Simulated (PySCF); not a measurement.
Löwdin shares of the frontier orbitals

CH8O3Si3.
Geometry (GFN2-xTB, Å), atoms numbered from 1 in this order:
```xyz
15
CH8O3Si3 angstrom
C      2.4171    0.5402   -0.0393
Si     0.7910    0.1057    0.8138
O     -0.3197    1.2495    0.4717
Si    -1.7965    1.1378   -0.1935
O     -2.0819   -0.4111   -0.5934
Si    -1.1539   -1.7374   -0.4479
O      0.2518   -1.3277    0.2532
H      2.8177    1.4666    0.3579
H      2.2996    0.6610   -1.1130
H      3.1538   -0.2375    0.1307
H      0.8154   -0.0131    2.2669
H     -2.7603    1.4952    0.8342
H     -1.7565    1.8998   -1.4313
H     -1.8469   -2.6343    0.4618
H     -0.8350   -2.1867   -1.7937
```

Method: TDDFT CAM-B3LYP/def2-SVPD, vertical, gas phase, core orbitals frozen in the response (PySCF).

Frontier orbitals with the atoms that hold most of them (Löwdin shares over 4%, at most four atoms; ? is withheld):

```csv
orbital,ε (eV),atoms
LUMO+2,1.65,"Si4 16%, C1 14%, Si2 13%, O3 8%"
LUMO+1,1.35,"O5 14%, Si4 11%, Si6 11%, Si2 10%"
LUMO,?,?
HOMO,-9.56,?
HOMO-1,-10.40,"O5 27%, C1 13%, Si2 10%, Si4 7%"
HOMO-2,-10.54,"O3 21%, O7 21%, Si6 11%, Si4 11%"
HOMO-3,-11.39,"O5 40%, O3 20%, O7 14%, Si2 8%"
```

**Question.** Which atoms hold the HOMO, and with what shares?

**Answer.** C1 (bonded to Si and 3 H) 12%; O3 (bonded to 2 Si) 12%; O7 (bonded to 2 Si) 11%; Si2 (bonded to C, 2 O and H) 11%. By element: oxygen 23% or more, carbon 12%, silicon 11% or more.

**Question.** Which atoms hold the LUMO, and with what shares?

**Answer.** Si6 (bonded to 2 O and 2 H) 22%; Si4 (bonded to 2 O and 2 H) 22%; Si2 (bonded to C, 2 O and H) 12%; O5 (bonded to 2 Si) 6%. By element: silicon 56%, oxygen 6% or more.

**Question.** What is the LUMO energy, and the HOMO–LUMO gap?

**Answer.** ε(LUMO) = 0.94 eV; the gap is 10.50 eV (0.3860 hartree).

**Question.** How does S1 compare with the orbital gap of 10.50 eV?

**Answer.** S1 is at 7.46 eV (f = 0.044), 3.04 eV below the gap, made of HOMO→LUMO (80%). Without the coupling terms of the response equations the lowest excitation would equal the gap.

Next come S2 at 7.81 eV (f 0.0004), HOMO→LUMO+1 (54%), HOMO→LUMO+2 (12%); S3 at 7.93 eV (f 0.0014), HOMO→LUMO+3 (42%), HOMO-2→LUMO (18%), HOMO→LUMO+2 (16%); S4 at 8.28 eV (f 0.0007), HOMO-2→LUMO (44%), HOMO-2→LUMO+1 (21%), HOMO→LUMO+7 (17%); S5 at 8.31 eV (f 0.028), HOMO-1→LUMO (64%), HOMO→LUMO+2 (9%).

Löwdin shares depend on the basis, the more so with diffuse functions.
